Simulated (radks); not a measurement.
The numbers below are computed, except where a source is named.
Q: The mean radii <r> (bohr) of the occupied orbitals of an atom or ion are listed with their occupations. Code: a radial shooting solver on a logarithmic mesh with Libxc functionals. Model: Dirac Kohn-Sham, PBEsol, spin-unpolarised, spherical densities, finite nucleus; Fermi nuclear charge, rms radius of each element as measured or else 0.836 A^(1/3) + 0.57 fm.

orbital  occ.      <r>
1s1/2       2  0.02232
2s1/2       2  0.09423
2p1/2       2  0.07874
2p3/2       4  0.08538
3s1/2       2   0.2402
3p1/2       2   0.2288
3p3/2       4   0.2401
3d3/2     2.8   0.2103
3d5/2     4.2   0.2138

Name the element and its charge. Open shells, if any, are shared by 2j + 1.

A: Z = 63, europium, charge +38: Eu38+ in [Ar] 3d7. The 1s radius gives Z: for a bare nucleus <r> = (2 gamma + 1)/(2Z) with gamma = sqrt(1 - (Z/c)^2), 0.02203 bohr for Z = 63, and screening makes it slightly larger (0.02232 here). The occupations add up to 25, and the charge is Z minus that.
